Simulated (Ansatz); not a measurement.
Job for Ansatz (a program for electronic structure): U-CCSD(T)/def2-QZVPP on H3W (SMILES [WH3]), 2S+1 = 4, a spin state set in the input, which need not be the lowest. Elements past Kr take the def2 small-core potentials; no spin–orbit coupling. Files ending in .json are basis or fitting sets from the Basis Set Exchange.

Ansatz 0.2 input:
```yaml
crystal:
  periodic: [false, false, false]
  atoms:
    - {symbol: W, position_ang: [0.31477286, 0.07090980, -0.16017400]}
    - {symbol: H, position_ang: [0.57937055, -0.46589033, 1.44870265]}
    - {symbol: H, position_ang: [-0.49650906, 1.58258241, -0.21825563]}
    - {symbol: H, position_ang: [-0.45572207, -1.12053660, -1.12631717]}
basis:
  gaussian:
    orbitals: def2-QZVPP.json
magnetization: {spin_polarized: true, initial_magnetization: 3}
correlation: {method: ccsd_t, electrons: valence}
```

Program output:

```
WARN ansatz: RAYON_NUM_THREADS=1 ignored (pool sized by the plan → 1); use --threads N
Functional definition: HF
integrals: 0.85 GiB planned
1024 factors; integrals over basis functions are off by at most 7.0e-4 eV
mean field: 0.45 GiB planned
mean field evaluation 1: about -1850.5987 eV, gradient 1.2e1 eV
mean field evaluation 2: about -1850.6000 eV, gradient 1.2e1 eV
mean field evaluation 4: about -1851.9851 eV, gradient 2.4e0 eV
mean field evaluation 8: about -1852.1213 eV, gradient 3.3e-1 eV
mean field evaluation 16: about -1849.7748 eV, gradient 8.9e0 eV
mean field evaluation 32: about -1850.0025 eV, gradient 5.8e0 eV
mean field evaluation 64: about -1848.4604 eV, gradient 5.9e-4 eV
mean field evaluation 96: about -1850.2980 eV, gradient 8.9e-2 eV
mean field evaluation 128: about -1850.1501 eV, gradient 1.5e-1 eV
mean field -1852.12770367 eV, -68.0644376926 hartree, gradient 2.5e-6 eV, S^2 3.807424; 5 other end points of the search recorded, 0 dependent functions left out
determinant -1852.12770367 eV, -68.0644376926 hartree, with singles and doubles -1865.05009429 eV, -68.5393267889 hartree
determinant -1850.35923086 eV, -67.9994475157 hartree, with singles and doubles -1863.17051460 eV, -68.4702535094 hartree
determinant -1850.29274249 eV, -67.9970041129 hartree, with singles and doubles -1863.14977297 eV, -68.4694912683 hartree
reference -1852.12770367 eV, -68.0644376926 hartree; 10, 7 occupied and 161, 164 virtual orbitals, 1024 factors
second order -12.33591332 eV of doubles, -0.00000000 eV of singles
coupled cluster: 1.68 GiB planned
cycle   1  -12.76519815 eV  change   -9.9e-1 eV  update   2.8e-2
cycle   2  -12.80064137 eV  change   -3.5e-2 eV  update   8.1e-3
cycle   3  -12.80612882 eV  change   -5.5e-3 eV  update   4.5e-3
cycle   4  -12.80942867 eV  change   -3.3e-3 eV  update   2.0e-3
cycle   5  -12.81146796 eV  change   -2.0e-3 eV  update   9.9e-4
cycle   6  -12.81206849 eV  change   -6.0e-4 eV  update   3.5e-4
cycle   7  -12.81193690 eV  change    1.3e-4 eV  update   1.5e-4
cycle   8  -12.81193420 eV  change    2.7e-6 eV  update   8.5e-5
cycle   9  -12.81187512 eV  change    5.9e-5 eV  update   4.8e-5
cycle  10  -12.81187599 eV  change   -8.7e-7 eV  update   2.8e-5
cycle  11  -12.81189148 eV  change   -1.5e-5 eV  update   1.7e-5
perturbative correction -0.48520330 eV, -0.0178308923 hartree
Total energy: -1865.42479845 eV, -68.5530969125 hartree
```

The calculation finished and met its thresholds.

Cost: around 4 core-minutes (rough).
